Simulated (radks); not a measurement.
Results of a calculation; reference values are marked as such.
Ionisation of the zirconium ion Zr+, [Kr] 4d2 5s1, to Zr2+, [Kr] 4d2, under several functionals. Scalar-relativistic Kohn-Sham, spin-polarised, spherical densities, finite nucleus; open shells are filled with parallel spins first (spin-orbit coupling, left out, can overturn this in heavy ions); a radial shooting solver on a logarithmic mesh with Libxc functionals.

| functional | E(Zr+) (hartree) | Exc (hartree) | IE (eV) | -e(HOMO) (eV) | <r> HOMO (bohr) | IE error (eV) |
|---|---|---|---|---|---|---|
| exchange-only LDA | -3590.72984 | -106.13446 | 13.138 | 9.842 | 2.191 | +0.008 |
| RPBE | -3598.54305 | -114.06298 | 13.346 | 10.467 | 3.372 | +0.216 |
| LDA (Slater exchange, VWN5 correlation) | -3594.34413 | -109.80779 | 13.712 | 10.739 | 3.342 | +0.582 |
| BP86 | -3599.08958 | -114.61107 | 13.608 | 10.704 | 3.344 | +0.478 |
| r2SCAN | -3598.83538 | -114.23125 | 13.339 | 10.645 | 2.135 | +0.209 |
| TASK exchange with Perdew-Wang LDA correlation | -3597.91184 | -113.23450 | 13.012 | 10.617 | 2.116 | -0.118 |
| BLYP | -3598.77727 | -114.28959 | 13.398 | 10.374 | 2.141 | +0.268 |
| exchange-only PBE | -3596.34383 | -111.81638 | 13.173 | 9.927 | 2.183 | +0.043 |
| exchange-only B88 | -3596.87849 | -112.36183 | 13.178 | 9.947 | 2.184 | +0.048 |
| Wu-Cohen GGA | -3597.68139 | -113.18899 | 13.514 | 10.616 | 3.343 | +0.384 |
| HCTH/407 | -3600.60062 | -116.27519 | 13.208 | 10.490 | 3.334 | +0.078 |

NIST Atomic Spectra Database: 13.130 eV (measured). Closest: exchange-only LDA. The Delta-SCF values span 0.70 eV, the total energies 9.87 hartree. The highest occupied level is 4d. Open shells are spherical and high-spin; term and fine-structure splittings are not resolved.
